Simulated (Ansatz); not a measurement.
Reactions of CH3BOS (`SB1CO1`).

Isolated molecules relaxed with PBE0-D4/def2-TZVP in Ansatz; ΔE leaves out vibrations. CBS: MP2 limit from def2 TZ/QZ plus the TZ coupled-cluster correction, frozen cores. DFT in def2-TZVPP. B3LYP here is the variant with VWN-RPA as its local correlation; programs differ in this. Elements past krypton have def2 core potentials. For In, Se, Ti outer-core shells are correlated without core-valence functions, which leaves a few kJ/mol of doubt a bond. Scalar relativity is left out up to krypton. Each species was taken in one conformer, which may not be the lowest.

| reaction | CCSD(T)/CBS(def2) (kcal/mol) |
| --- | --- |
| `SB1CO1` + `C[CH2][InH][OH]` → `B1CO1` + `C[CH2][In]([OH])[SH]` | ? |
| `SB1CO1` + `N[SiH](O)S` → `NB1CO1` + `O[SiH](S)S` | -7.6 |
| `SB1CO1` + `[SH][Ti]([SH])([Cl])[Cl]` → `ClB1CO1` + `[SH][Ti]([SH])([SH])[Cl]` | 10.1 |
| `SB1CO1` + `CO[SiH](F)[SiH3]` → `[SiH3]B1CO1` + `CO[SiH](F)S` | -0.5 |
| `SB1CO1` + `C[Se][SiH2]S` → `C[Se]B1CO1` + `S[SiH2]S` | 3.1 |
| `SB1CO1` + `[InH2][CH]1C[SiH2]1` → `[InH2][B]1CO1` + `SC1C[SiH2]1` | 26.1 |
| `SB1CO1` + `C[SiH](F)Cl` → `FB1CO1` + `C[SiH](S)Cl` | 7.7 |
| `SB1CO1` + `B[SiH]1BO1` → `BB1CO1` + `S[SiH]1BO1` | ? |

Q: Fill in the missing values. (An estimate is asked.)

A: Computed: `SB1CO1` + `C[CH2][InH][OH]` → `B1CO1` + `C[CH2][In]([OH])[SH]`: -9.0 kcal/mol; `SB1CO1` + `B[SiH]1BO1` → `BB1CO1` + `S[SiH]1BO1`: -0.7 kcal/mol.

Largest T1 diagnostic: 0.028, for `[SH][Ti]([SH])([SH])[Cl]`, so its coupled-cluster energy is less sure.
